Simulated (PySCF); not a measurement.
C2H8N, SMILES CC[NH3+], charge +1. Geometry: B3LYP-D3(BJ)/def2-SVP. The isomer is the one that the SMILES or the coordinates give; other isomers of the formula were not compared.

Task: Give the equilibrium geometry at B3LYP-D3(BJ)/def2-SVP (PySCF confirms it by a frequency run) as a Z-matrix, and its point group. (An estimate is asked for; the answer gives what the named calculation found.)

Result: point group Cs.
```
C
H 1 1.0992
H 1 1.0992 2 108.43
C 1 1.5151 2 112.59 3 -125.25
H 4 1.0998 1 108.67 2 61.48
H 4 1.1015 5 107.36 1 -121.33
H 4 1.1015 5 107.36 6 -117.33
N 1 1.5218 2 105.93 3 113.33
H 8 1.0304 1 112.22 2 -57.52
H 8 1.0310 9 107.40 1 122.73
H 8 1.0310 9 107.40 10 114.54
```
Charge +1, spin multiplicity 1.
